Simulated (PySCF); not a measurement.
Dipole moment and polarisability of `C1C[SiH2][SiH2]C1`

C3H10Si2.
SMILES with atom numbers: `[CH2:1]1[CH2:2][SiH2:3][SiH2:4][CH2:5]1` (hydrogens: H6, H7 on C1; H8, H9 on C2; H10, H11 on Si3; H12, H13 on Si4; H14, H15 on C5)

Geometry (GFN2-xTB, Å), atoms numbered from 1 in this order:
```
atom  x, y, z in Å
C1     0.216   -1.247   -0.347
C2    -1.155   -0.813    0.174
Si3   -1.347    1.076   -0.075
Si4    0.933    1.452    0.001
C5     1.340   -0.402    0.256
H6     0.235   -1.144   -1.436
H7     0.383   -2.306   -0.121
H8    -1.222   -1.053    1.237
H9    -1.936   -1.388   -0.325
H10   -2.020    1.336   -1.355
H11   -2.213    1.633    0.971
H12    1.504    2.245    1.096
H13    1.569    1.929   -1.235
H14    1.414   -0.619    1.324
H15    2.294   -0.691   -0.187
```

Level: PBE0/def2-SVPD (PySCF), static field, nuclei fixed, core orbitals frozen in the response. The polarisability tensor in these axes (au):

```
x   98.22  0.52  0.75
y    0.52 95.24 -0.11
z    0.75 -0.11 76.38
```

Problem. What are the eigenvalues, a third of the trace, and Δα (Δα² = ½Σ(αi − αj)² over the three pairs)?

Solution. Principal values 76.36, 95.15 and 98.33 au; mean 89.94 au = 13.33 Å³ = 14.83 × 10⁻⁴⁰ C²·m²/J; Δα = 20.57 au (23 % of the mean).

Problem. What is the dipole moment, and where does it point?

Solution. (0.14, -0.90, 0.14) D, 0.92 D in size, pointing from the negative to the positive side. Measured along this direction, the outermost atoms are H10, H13, H11 and H12 at the negative end and H7 at the positive end.

Problem. Rayleigh depolarisation ratio (linearly polarised light, static tensor)?

Solution. ρ = 3Δα²/(45ᾱ² + 4Δα²) = 1269.1/(364054 + 1692.1) = 0.00347.

Problem. Estimate the molar refractivity from the static electronic polarisability.

Solution. Lorentz–Lorenz: R = (4π/3)N_A α = 2.5225 cm³/(mol·Å³) × 13.33 Å³ = 33.6 cm³/mol, in the limit of long wavelengths.

Problem. Directions of the eigenvectors, and the extent of the frame along each?

Solution. Largest value along (0.99, 0.16, 0.03), where the nuclei span 4.29 Å; middle along (-0.16, 0.99, -0.01), 4.30 Å; least along (-0.03, 0.01, 1.00), 2.72 Å. 

Problem. Find the Langevin capture rate constant for H3+ (3.023 u) meeting this molecule (102.032 u), k = 2.342 × 10⁻⁹ cm³/s × √(α in Å³ / reduced mass in u).

Solution. The reduced mass is 2.94 u, so k = 4.99 × 10⁻⁹ cm³/s. The formula leaves out the permanent dipole, which adds to the capture rate.

Problem. Form Σ f/ω² (atomic units) for the 8 lowest TDDFT singlets, given as eV and f, and set it beside the mean polarisability, which is this sum over all singlets: 6.41, 0.0120; 6.61, 0.0686; 7.27, 0.1379; 7.38, 0.0311; 7.51, 0.0001; 7.57, 0.0406; 7.69, 0.0215; 7.70, 0.0623.

Solution. They add up to 5.31 au, 5.9 % of the 89.94 au; the largest single term is 1.93 au, from the state at 7.27 eV. Terms in order: 0.22, 1.16, 1.93, 0.42, 0.00, 0.53, 0.27, 0.78 au. Higher excitations give the rest. The strengths listed sum to 0.374.

The structure is a single GFN2-xTB conformer in the gas phase; no vibrational or solvent corrections.
